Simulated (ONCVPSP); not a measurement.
La, ONCV: configuration errors across variants

```json
{"Element": "lanthanum", "Generator": "ONCVPSP 4.0.1", "Type": "optimised norm-conserving Vanderbilt (ONCV)", "Functional": "PBE", "Relativity": "scalar-relativistic", "Frozen core": "[Kr] 4d10", "Valence charge": "11", "Reference configuration": "5s2 5p6 5d1.5 6s1.5", "Partial waves": "5s+6s: rc 2.70 bohr, ncon 4, nbas 8, qcut 4.9 1/bohr, 2 projectors; 5p: rc 2.70 bohr, ncon 4, nbas 8, qcut 4.7 1/bohr, 2 projectors, debl 3.8 Ha; 5d: rc 3.45 bohr, ncon 4, nbas 9, qcut 4.8 1/bohr, 1 projector; f scattering state at 0.07 Ha: rc 3.80 bohr, ncon 3, nbas 6, qcut 3.1 1/bohr, 1 projector", "Local potential": "polynomial inside 2.60 bohr (lpopt 3, dvloc0 3 Ha)", "Core correction": "Teter function fitted to the true core (icmod 2), fcfact 0.45"}
```

In the f channel the program set the typed energies aside and used -0.129 Ha.

All-electron excitation energies from the reference (eV): (1) 5s2 5p6 5d1 6s2 -0.348; (2) 5s2 5p6 5d1 6s1 5.619; (3) 5s2 5p6 5d1 6s0 16.507; (4) 5s2 5p6 5d1 6s1.5 2.052.

A true bound ghost makes a file unfit for plane-wave use even where its test errors are small: the radial tests pick states by their node count and pass the ghost by.

Errors AE − PS in meV (a dash: test not solved or not reliable):

```tsv
change	(1)	(2)	(3)	(4)	bound ghosts	GHOST(+) flags above zero
base	-0.4	-0.2	-2.7	-0.1	none	none
all radii but the core radius scaled by about 0.78 (s 2.10, p 2.10, d 2.68, f 2.96 bohr); local potential polynomial inside 2.02 bohr (lpopt 3, dvloc0 3 Ha)	+0.1	+0.2	-0.6	+0.3	none	none
all radii but the core radius scaled by about 0.88 (s 2.38, p 2.38, d 3.04, f 3.36 bohr); local potential polynomial inside 2.30 bohr (lpopt 3, dvloc0 3 Ha)	+0.1	0.0	-1.1	+0.2	s	none
all radii but the core radius scaled by about 0.95 (s 2.58, p 2.58, d 3.30, f 3.62 bohr); local potential polynomial inside 2.48 bohr (lpopt 3, dvloc0 3 Ha)	-0.4	0.0	-2.0	0.0	none	none
all radii but the core radius scaled by about 1.08 (s 2.90, p 2.90, d 3.72, f 4.10 bohr); local potential polynomial inside 2.80 bohr (lpopt 3, dvloc0 3 Ha)	-0.5	-0.4	-4.3	-0.2	none	none
all radii but the core radius scaled by about 1.22 (s 3.30, p 3.30, d 4.22, f 4.64 bohr); local potential polynomial inside 3.18 bohr (lpopt 3, dvloc0 3 Ha)	-0.4	-1.8	-11	-0.6	none	none
all radii but the core radius scaled by about 1.30 (s 3.52, p 3.52, d 4.50, f 4.96 bohr); local potential polynomial inside 3.40 bohr (lpopt 3, dvloc0 3 Ha)	+0.9	-2.0	-15	+0.2	none	none
```

Give the same row for: all radii but the core radius scaled by about 1.17 (s 3.16, p 3.16, d 4.04, f 4.44 bohr); local potential polynomial inside 3.04 bohr (lpopt 3, dvloc0 3 Ha).

-0.5, -1.2, -7.9, -0.5; bound ghosts: none; GHOST(+) flags above zero: none.
